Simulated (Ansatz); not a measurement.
Gas-phase reaction in SMILES: [F][Sc]([F])[F] → [F][Sc][F] as doublet, charge 0 + F atom (the F-Sc bond at the site shown breaks; other sites are not compared here)
Geometries: B3LYP-D3(BJ)/def2-TZVP minima from Ansatz (an electronic-structure program). Frequencies are from Ansatz. [F][Sc][F] as doublet, charge 0: The spin state was set by rule; other spins were not relaxed. A spin state is the lowest found, not a proven ground state.
Geometry of the first species:
SMILES: [F][Sc]([F])[F]
```xyz
4

Sc     0.0000     0.0000     0.0000
F     -1.5742    -0.9646     0.0845
F     -0.0007     1.7104    -0.7001
F      1.5749    -0.7458     0.6156
```
Charge 0, spin multiplicity 1.

Wanted: bond dissociation energy (0 K, with B3LYP-D3(BJ) harmonic zero-point energies), in kcal/mol. Cores are frozen in the correlated levels unless marked. Open shells are spin-unrestricted. Spin-orbit coupling is left out. Frozen are the shells of the preceding noble gas and the d and f shells that filled before the atom's block. No relativistic terms. CBS marks a two-point X^-3 extrapolation of the correlation energy; Hartree-Fock from the larger set. [CCSD(T)-MP2]/basis is that difference in the basis named.

| level | program | bond dissociation energy (kcal/mol) |
|---|---|---|
| SVWN5/def2-TZVPD | Ansatz | ___ |
| BLYP/def2-TZVPD | Ansatz | 155.8 |
| revPBE-D3(BJ)/def2-TZVPD | Ansatz + dftd3 | 154.4 |
| revPBE-D4/def2-TZVPD | Ansatz + dftd4 | 154.6 |
| revPBE/def2-TZVPD | Ansatz | 153.6 |
| PBE0/6-31G* | Ansatz | 154.4 |
| PBE0-D4/def2-TZVPD | Ansatz + dftd4 | 152.9 |
| PBE0/def2-TZVP | Ansatz | 152.5 |
| PBE0/def2-QZVPP | Ansatz | 153.1 |
| r2SCAN0/def2-TZVPD | Ansatz | 150.2 |
| CAM-B3LYP-D3(BJ)/def2-TZVPD | Ansatz + dftd3 | 156.0 |
| B2GP-PLYP-D3(BJ)/def2-TZVPD | Ansatz + dftd3 | 157.0 |
| B2GP-PLYP/def2-TZVPD | Ansatz | 156.6 |
| SCS-MP2/6-31G | Ansatz | 145.3 |
| CCSD/def2-SVP | Ansatz | ___ |
| RI-MP2/CBS(def2-TZVPPD,def2-QZVPPD)+[CCSD(T)-MP2]/def2-TZVPPD | Ansatz | ___ |

Q: Some entries are withheld; supply them.

A: 
- SVWN5/def2-TZVPD, bond dissociation energy (kcal/mol): 175.8
- CCSD/def2-SVP, bond dissociation energy (kcal/mol): 151.4
- RI-MP2/CBS(def2-TZVPPD,def2-QZVPPD)+[CCSD(T)-MP2]/def2-TZVPPD, bond dissociation energy (kcal/mol): 160.0
